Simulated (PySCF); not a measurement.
# Working out the ionisation energy of Ne+

Ne+ [He] 2s2 2p5 (2P) → Ne(2+) [He] 2s2 2p4 (3P). Calculation: PySCF 2.14, in def2-QZVPPD (8s5p4d2f1g, 66 functions); the non-relativistic Hamiltonian (point nucleus). Frozen: 1s2. Energies in hartree (1 hartree = 27.21139 eV):

```
            part  Ne+ (lower)  Ne(2+) (upper)
             UHF  -127.824357     -126.380950
CCSD correlation    -0.226782       -0.170744
             (T)    -0.003002       -0.001775
```

Task: What does Hartree-Fock give?

Result: (-126.380950) − (-127.824357) = 1.443407 hartree = 39.277 eV.

Task: What do CCSD and CCSD(T) give?

Result: The CCSD correlation energies differ by 0.056038 hartree = 1.525 eV and the triples by 0.001227 hartree = 0.033 eV, so CCSD gives 40.802 eV and CCSD(T) 40.835 eV.

A first-order spin-orbit estimate adds -0.005 eV to CCSD(T) (valence), giving 40.830 eV against 40.963 eV (measured; NIST Atomic Spectra Database, ionization energies).

What remains against the reference includes basis incompleteness, the frozen core and higher excitations.
